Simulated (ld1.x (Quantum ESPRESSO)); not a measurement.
**Before and after: TM potential for Be (Z = 4)**

ld1.x (Quantum ESPRESSO) 7.5 input, shortened:

```
&input
   title='Be', zed=4., rel=1, dft='PBE', iswitch=3,
   config='[He] 2s1.75 2p0.25'
 /
 &inputp
   pseudotype=2, tm=.true., lloc=1,
   nlcc=.true., rcore=1.00
 /
2
2S  1  0   1.75   0.00  1.95  1.95  0.0
2P  2  1   0.25   0.00  4.20  4.20  0.0
 &test
   configts(1)='2s1.75 2p0.25'
 /
```

Change: local potential the s channel.

Cutoffs: the cutoffs (Ry, on a coarse ladder) from which the occupation-weighted sum of valence levels, in a spherical-Bessel basis at the reference potential, stays within 10 and 1 mRy of its value at 400 Ry; they do not see the model core or the augmentation charge, which bear on the density cutoff. Errors are all-electron minus pseudo energies relative to the spin-unpolarised reference configuration.

Q: Predict the effect on cutoff, ghosts and configuration errors.

A: The potential gets harder (10 Ry and 21 Ry → 10 Ry and 25 Ry); of the 6 tests that both files solve, the error grows in 1 and shrinks in 0 by more than 15 % and 0.3 meV (median size 21.2 → 22.2 meV); the range in which the s phases agree widens (upper end 0.2 → 2.3); neither file shows a bound ghost.

```csv
quantity,base,changed
"cutoff, loose",10 Ry,10 Ry
"cutoff, tight",21 Ry,25 Ry
bound ghosts,none,none
"error for 2s2 2p0, meV [ΔE -0.90 eV]",-1.5,-1.5
"error for 2s1 2p0, meV [ΔE 8.65 eV]",+28,+31
"error for 2s1.5 2p0, meV [ΔE 2.86 eV]",+8.4,+9.9
"error for 2s0 2p1, meV [ΔE 12.56 eV]",-189,-174
"error for 2s0 2p2, meV [ΔE 6.35 eV]",-80,-79
"error for 2s1 2p1, meV [ΔE 2.71 eV]",-14,-14
s: phases at 4.57 bohr within 0.05 rad from the reference energy up to (Ry; the scan ends near 5),0.2,2.3
p: phases at 4.57 bohr within 0.05 rad from the reference energy up to (Ry; the scan ends near 5),0.3,0.4
```
